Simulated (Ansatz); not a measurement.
The molecule MgSi-, multiplicity 4 (lowest of 2S+1 = 2, 4 at CCSD(T)/def2-TZVPP on PBE0 minima; our sources give no spin for the ground state, which may be another).

Seven points along R, fitted to fifth degree in 1/R; most abundant isotopes. In def2 and cc sets the state is the lowest found near the PBE0 minimum, followed along R.

The values were computed with Ansatz (a program for electronic structure). 

| level | r_e (Å) | ω_e (cm⁻¹) | ω_e x_e (cm⁻¹) | B_e (cm⁻¹) |
|---|---|---|---|---|
| SVWN5/def2-TZVPP | 2.630 | 273 | 2.4 | 0.189 |
| PBE/def2-TZVPP | 2.680 | 254 | 2.5 | 0.182 |
| r2SCAN/def2-TZVPP | 2.667 | 263 | 2.4 | 0.184 |
| B97M-V/def2-TZVPP | 2.662 | 257 | 2.6 | 0.184 |
| B3LYP/def2-TZVPP | 2.702 | 237 | 2.6 | 0.179 |
| PBE0/def2-TZVPP | 2.681 | 250 | 2.5 | 0.182 |
| BHLYP/def2-TZVPP | 2.713 | 229 | 2.5 | 0.177 |
| CAM-B3LYP/def2-TZVPP | 2.698 | 232 | 2.5 | 0.179 |
| wB97X-V/def2-TZVPP | 2.695 | 239 | 2.3 | 0.180 |
| wB97M-V/def2-TZVPP | 2.747 | 211 | 2.3 | 0.173 |
| B2PLYP/def2-TZVPP | 2.699 | 237 | 2.6 | 0.179 |
| CCSD/def2-TZVPP | 2.745 | 224 | 2.3 | 0.173 |
| CCSD/def2-QZVPP | 2.723 | 226 | 2.0 | 0.176 |
| CCSD(T)/def2-TZVPP | 2.718 | 236 | 2.4 | 0.177 |
| CCSD(T)/def2-QZVPP | 2.696 | 239 | 2.1 | 0.180 |

Correlated levels freeze the inner cores; with def2 sets outer-core shells near the valence are correlated too.
